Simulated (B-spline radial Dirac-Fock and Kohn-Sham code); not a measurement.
# Relativistic shifts of the levels of Se¹³⁺

System: selenium as Se¹³⁺ in the configuration [Ar] 3d3.

Both columns are ΔSCF binding energies of the configuration average from an atomic code on a B-spline grid: non-relativistic Hartree-Fock with a point nucleus, and Dirac-Fock with a finite nucleus and the Coulomb interaction alone, averaged over the two j levels with weights 2j+1.

```
shell  Hartree-Fock (eV)  Dirac-Fock (eV)  shift (eV)  shift (%)
   1s            12907.0          13109.6     +202.62      +1.57
   2s             2041.3           2087.5      +46.20      +2.26
   2p             1865.8           1876.8      +10.97      +0.59
   3s              584.2            594.0       +9.82      +1.68
   3p              519.2            522.0       +2.79      +0.54
   3d              424.9            423.6       -1.29      -0.30
```

Relativity binds 1s, 2s, 2p, 3s, 3p more strongly, among those listed most of all 2s in relative terms, and 3d more weakly, because the contracted s and p shells screen the nucleus better.

Values without a named source are computed, but for edge energies of neutral atoms, which are taken from tables.
